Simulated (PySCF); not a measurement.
Vertical excitations of a molecule CH7BO2Si from TDA-B3LYP/def2-SVPD (PySCF 2.14.0), as energy in eV (oscillator strength): 7.17 (0.016), 7.54 (0.003), 7.79 (0.008), 7.94 (0.089), 8.07 (0.029), 8.17 (0.005), 8.37 (0.057), 8.49 (0.012), 8.54 (0.039), 8.56 (0.031). Lowest triplet (TDA): 6.96 eV. Geometry optimised at B3LYP-D3(BJ)/def2-SVP. The values are those of a single conformer.

Q: Which structure fits?
(A) CB(O)O[SiH3]
(B) C[SiH2]B(O)O
(C) OB(O)C[SiH3]
(D) COB(O)[SiH3]

A: C, OB(O)C[SiH3]
